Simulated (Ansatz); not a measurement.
Process, species as SMILES: [SbH2] (SbH2) → [SbH2-] (an electron is taken up)

Wanted: adiabatic electron affinity (0 K, with zero-point energies), in eV. Positive where the reaction releases energy. Conventions: dispersion terms only where a functional's name holds one; open shells spin-unrestricted; def2 sets with scalar-relativistic core potentials past Kr; STO-3G and 3-21G all-electron and non-relativistic; no spin-orbit coupling. Ab initio and DFT rows: single points at B3LYP-D3(BJ) geometries (Ansatz, a program for electronic structure), with unscaled harmonic terms from B3LYP/6-31G* (LANL2DZ past Ar) at its own minima. Anions need diffuse functions, which STO-3G, LANL2DZ, def2-SVP, cc-pVDZ and Pople sets without + lack.

```tsv
species	coefficient	E at B3LYP/STO-3G (Ansatz), Eh	E at wB97M-V/def2-TZVPD (Ansatz), Eh	zero-point energy, kcal/mol
[SbH2] (SbH2)	+1	-6254.58421	-241.36936	6.59
[SbH2-]	-1	-6254.47694	-241.41385	6.15
```

 1 Eh = 27.2114 eV and 1 eV = 23.0605 kcal/mol.

Problem. Compute it at each level from the table.

Solution. 
- B3LYP/STO-3G: the sum of coefficient times E is -0.10727 Eh, or -2.919 eV; the thermal terms add 0.019. Result: -2.90 eV.
- wB97M-V/def2-TZVPD: the sum of coefficient times E is 0.04449 Eh, or 1.211 eV; the thermal terms add 0.019. Result: 1.23 eV.
